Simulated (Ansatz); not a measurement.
F6Nb (SMILES [F][Nb-]([F])([F])([F])([F])[F]), charge -1, singlet, at a GFN2-xTB geometry (such geometries of metal compounds can be far from the true shape) (core potentials on Nb) (a gas-phase anion, which may not be bound at this level); PBE/def2-SV(P) in Ansatz (a first-principles code).

Ansatz was given this input:
Ansatz 0.2 input:
```yaml
crystal:
  periodic: [false, false, false]
  atoms:
    - {symbol: Nb, position_ang: [0.00000000, 0.00000000, -0.00000000]}
    - {symbol: F, position_ang: [1.11527446, -0.47737769, -1.40718583]}
    - {symbol: F, position_ang: [-1.11527446, 0.47737769, 1.40718583]}
    - {symbol: F, position_ang: [-1.17152260, 0.79987238, -1.19984896]}
    - {symbol: F, position_ang: [-0.91410953, -1.60754884, -0.17913416]}
    - {symbol: F, position_ang: [0.91410953, 1.60754884, 0.17913416]}
    - {symbol: F, position_ang: [1.17152260, -0.79987238, 1.19984896]}
basis:
  gaussian:
    orbitals: def2-SV_P_.json
    point_charges:
      - {charge: 1.0, position_ang: [3.1241, 1.8742, 3.2135]}
hamiltonian:
  xc: pbe
total_charge: -1
```
The basis file holds def2-SV(P) in the JSON format of the Basis Set Exchange.

**Question.** Write the output that Ansatz gives for this input, abridged.

**Answer.** 
```
Functional definition: PBE
1152 factors; their error is unknown
mean field evaluation 1: about -17835.1458 eV, gradient 4.8e1 eV
mean field evaluation 2: about -17791.9518 eV, gradient 1.7e2 eV
mean field evaluation 4: about -17839.2014 eV, gradient 4.8e0 eV
mean field evaluation 8: about -17839.2616 eV, gradient 1.9e-1 eV
mean field evaluation 16: about -17839.2032 eV, gradient 3.9e-5 eV
mean field -17839.20318778 eV, -655.5786253047 hartree, gradient 3.9e-5 eV, S^2 0.000000; 0 other end points of the search recorded, 0 dependent functions left out
reference -17839.20325431 eV, -655.5786277496 hartree; 34, 34 occupied and 74, 74 virtual orbitals, 1152 factors
Total energy: -17839.20325431 eV, -655.5786277496 hartree
```
